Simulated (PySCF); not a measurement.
GaF2, SMILES [Ga]([F])[F], multiplicity 2. Atoms are numbered in the order given.

```xyz
3

Ga     0.0000     0.0000     0.3391
F      0.0000    -1.4987    -0.5840
F      0.0000     1.4987    -0.5840
```
Charge 0, spin multiplicity 2.

Coordinates come from a ωB97X-D3(BJ)/def2-TZVP optimisation. The spin state was assumed, not searched. The isomer is the one that the SMILES or the coordinates give; other isomers of the formula were not compared.

The numbers are results of r2SCAN/def2-TZVPD (PySCF), not measurements.

Mulliken values depend strongly on the basis, most of all with diffuse functions as here. ESP charges are fitted to the potential on shells at 1.4 to 2.0 van der Waals radii. Atomic charges (e):

| atom | Mulliken | meta-Löwdin | ESP fit | Mulliken spin |
|---|---|---|---|---|
| Ga1 | 0.53 | 0.97 | 0.61 | 0.87 |
| F2 | -0.27 | -0.48 | -0.31 | 0.07 |
| F3 | -0.27 | -0.48 | -0.31 | 0.07 |
